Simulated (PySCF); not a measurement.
## Electron correlation in Ne⁺ (neon, charge +1)

[He] 2s2 2p5, 2P determinant. All numbers are calculated (PySCF 2.14, the non-relativistic Hamiltonian (point nucleus), in pcseg-2 (4s3p2d1f, 30 functions)). Frozen: 1s2; 7 electrons correlated.

MP2 pair energies summed by pair of shells (mhartree):

```tsv
pair	energy	share (%)
2p-2p	-114.44	63.9
2s-2p	-56.03	31.3
2s-2s	-8.50	4.7
```

Total MP2 correlation energy: -178.98 mhartree.

Same-spin part -43.71 and opposite-spin part -135.26 mhartree; SCS-MP2 scales them by 1/3 and 6/5 to -176.89 mhartree.

| level | correlation energy (mhartree) |
| --- | --- |
| CCSD | -191.27 |
| (T) | -2.08 |
| CCSD(T) | -193.35 |

Diagnostics: T1 = 0.0049, D1 = 0.0073, largest double amplitude 0.027.

Cost of the coupled-cluster step: 0.35 s of wall time on 1 thread of Neoverse-V2 (shared host), for 7 correlated electrons.

Iterations:

```
CC2 = 0
CCSD nocc = (np.int64(4), np.int64(3)), nmo = (29, 29)
frozen orbitals [[0], [0]]
max_cycle = 100
direct = 0
conv_tol = 1e-08
conv_tol_normt = 1e-06
diis_space = 8
diis_start_cycle = 0
Init t2, MP2 energy = -0.178975809809126
Init E_corr(UCCSD) = -0.178975809809859
cycle = 1  E_corr(UCCSD) = -0.188737055501355  dE = -0.00976124569  norm(t1,t2) = 0.0210112
cycle = 2  E_corr(UCCSD) = -0.190649078132575  dE = -0.00191202263  norm(t1,t2) = 0.00546324
cycle = 3  E_corr(UCCSD) = -0.191266408195662  dE = -0.000617330063  norm(t1,t2) = 0.00229562
cycle = 4  E_corr(UCCSD) = -0.191285576023413  dE = -1.91678278e-05  norm(t1,t2) = 0.00058029
cycle = 5  E_corr(UCCSD) = -0.191268608303084  dE = 1.69677203e-05  norm(t1,t2) = 0.000229982
cycle = 6  E_corr(UCCSD) = -0.191272680990103  dE = -4.07268702e-06  norm(t1,t2) = 2.5227e-05
cycle = 7  E_corr(UCCSD) = -0.191272332705876  dE = 3.48284227e-07  norm(t1,t2) = 4.33726e-06
cycle = 8  E_corr(UCCSD) = -0.191272316534131  dE = 1.61717449e-08  norm(t1,t2) = 6.60309e-07
cycle = 9  E_corr(UCCSD) = -0.191272321625936  dE = -5.09180487e-09  norm(t1,t2) = 1.66548e-07
UCCSD converged
E(UCCSD) = -128.0022797515832  E_corr = -0.1912723216259362
UCCSD(T) correction = -0.00208034864841793
```
